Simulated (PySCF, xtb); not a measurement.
C2H3Cl2FSi, SMILES C=C[Si](F)(Cl)Cl.

GFN2-xTB run with xtb 6.7.1 at its own geometry gives an orbital gap of 4.60 eV and a dipole moment of 2.16 D.

Geometry optimised at PBE0-D3(BJ)/def2-SVP. Other conformers were not sampled.

### Question
What does r2SCAN/def2-TZVP run with PySCF give? (The exact figures need the calculation; the answer reports its results.)

### Answer
gap 5.70 eV (levels -7.74 and -2.04 eV), dipole 2.29 D.
